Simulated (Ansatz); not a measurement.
Harmonic frequencies (cm⁻¹) at PBE0-D4/def2-TZVP from Ansatz: 104, 172, 242, 305, 404, 531, 586, 713, 786, 868, 909, 917, 937, 1124, 1221, 1516, 1584, 1760, 2182, 2245, 2955, 3055, 3606, 3699.

Each molecule was computed in one conformer, which needn't be the lowest.

Question: Which molecule is it?
A. `C=N[SiH2]N`
B. `NC1N[SiH2]1`
C. `N=C(N)[SiH3]`
D. `N[SiH]1CN1`

Answer: A.
